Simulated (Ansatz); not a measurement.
Geometry optimisation, Ansatz, RKS PBE-D4/def2-SVP.

Input:

```yaml
crystal:
  periodic: [false, false, false]
  atoms:
    - { symbol: Ti, position_ang: [0.0, 0.0, 0.0] }
    - { symbol: O, position_ang: [0.0, 0.0, 2.27] }
    - { symbol: H, position_ang: [-0.9095, -0.2814, 2.6071] }
    - { symbol: O, position_ang: [1.8106, 0.0, -0.6394] }
    - { symbol: H, position_ang: [2.1269, -0.9521, -0.756] }
    - { symbol: O, position_ang: [-0.9043, 1.5667, -0.6394] }
    - { symbol: H, position_ang: [-1.8621, 1.336, -0.8617] }
    - { symbol: O, position_ang: [-0.9043, -1.5667, -0.6394] }
    - { symbol: H, position_ang: [-1.359, -2.0324, 0.133] }
    - { symbol: H, position_ang: [1.0489, 1.5818, 0.6306] }
    - { symbol: H, position_ang: [0.8005, 1.2072, 1.6134] }
basis:
  gaussian: { orbitals: def2-SVP }
hamiltonian:
  xc: pbe
  dispersion: d4
relax:
  f_tol: 0.15
  max_steps: 25
  restrain:
    - { distance: [0, 9], at: 1.7, k: 30.0 }
    - { distance: [10, 1], at: 1.01, k: 30.0 }
    - { distance: [0, 1], at: 3.12, k: 30.0 }
    - { distance: [10, 9], at: 1.86, k: 30.0 }
```

Launched with:

```bash
$ ansatz run input.yaml --threads 4 --pin off --max-ram 5120MiB --backend cpu --events-out ev --progress --plain --runs-dir out
```

Task: Where does it end, and by what steps?

Result: It converged. The restraints hold the end off the free minimum; the threshold counts their pulls, which the force column leaves out. Restrained pairs: Ti1–H10 (2.00 → 1.71 Å), O2–H11 (1.59 → 1.00 Å), Ti1–O2 (2.27 → 3.12 Å), H10–H11 (1.08 → 1.86 Å). After 23 steps the energy has fallen by 1.909 eV (the restraints' own energy left out); H9 moved furthest, 1.42 Å.

```json
{"step": "0", "energy less start (eV)": "0.0000", "largest force component (eV/Å)": "3.251", "accepted": "yes"}
{"step": "1", "energy less start (eV)": "0.9181", "largest force component (eV/Å)": "2.673", "accepted": "yes"}
{"step": "2", "energy less start (eV)": "1.0550", "largest force component (eV/Å)": "2.329", "accepted": "yes"}
{"step": "3", "energy less start (eV)": "0.5569", "largest force component (eV/Å)": "1.603", "accepted": "yes"}
{"step": "4", "energy less start (eV)": "-0.3365", "largest force component (eV/Å)": "1.229", "accepted": "yes"}
{"step": "5", "energy less start (eV)": "-0.9010", "largest force component (eV/Å)": "0.865", "accepted": "yes"}
{"step": "6", "energy less start (eV)": "-1.2210", "largest force component (eV/Å)": "1.432", "accepted": "yes"}
{"step": "7", "energy less start (eV)": "-1.3911", "largest force component (eV/Å)": "1.154", "accepted": "yes"}
{"step": "8", "energy less start (eV)": "-1.4929", "largest force component (eV/Å)": "0.888", "accepted": "yes"}
{"step": "9", "energy less start (eV)": "-1.5706", "largest force component (eV/Å)": "0.624", "accepted": "yes"}
{"step": "10", "energy less start (eV)": "-1.6366", "largest force component (eV/Å)": "0.912", "accepted": "yes"}
{"step": "11", "energy less start (eV)": "-1.6717", "largest force component (eV/Å)": "1.272", "accepted": "yes"}
{"step": "12", "energy less start (eV)": "-1.7660", "largest force component (eV/Å)": "0.730", "accepted": "yes"}
{"step": "13", "energy less start (eV)": "-1.7771", "largest force component (eV/Å)": "0.712", "accepted": "yes"}
{"step": "14", "energy less start (eV)": "-1.7955", "largest force component (eV/Å)": "0.809", "accepted": "yes"}
{"step": "15", "energy less start (eV)": "-1.8092", "largest force component (eV/Å)": "1.018", "accepted": "yes"}
{"step": "16", "energy less start (eV)": "-1.8093", "largest force component (eV/Å)": "0.812", "accepted": "yes"}
{"step": "17", "energy less start (eV)": "-1.8497", "largest force component (eV/Å)": "0.663", "accepted": "yes"}
{"step": "18", "energy less start (eV)": "-1.8695", "largest force component (eV/Å)": "0.617", "accepted": "yes"}
{"step": "19", "energy less start (eV)": "-1.8880", "largest force component (eV/Å)": "0.521", "accepted": "yes"}
{"step": "20", "energy less start (eV)": "-1.9048", "largest force component (eV/Å)": "0.356", "accepted": "yes"}
{"step": "21", "energy less start (eV)": "-1.9039", "largest force component (eV/Å)": "0.441", "accepted": "yes"}
{"step": "22", "energy less start (eV)": "-1.9008", "largest force component (eV/Å)": "0.459", "accepted": "no"}
{"step": "23", "energy less start (eV)": "-1.9087", "largest force component (eV/Å)": "0.317", "accepted": "yes"}
```

```xyz
11
Properties=species:S:1:pos:R:3
Ti 0.451 0.154 -0.380
O -0.857 -0.140 2.436
H -1.468 0.593 2.228
O 1.659 0.081 -1.709
H 2.179 -0.709 -1.942
O -0.890 1.301 -0.732
H -1.859 1.237 -0.730
O -0.082 -1.440 0.193
H -0.568 -1.299 1.058
H 1.248 0.795 0.992
H 0.034 0.286 2.303
```

The run took 43 s on 4 threads of Intel(R) Xeon(R) Platinum 8488C (Sapphire Rapids), on a shared host, peak memory 0.2 GiB.
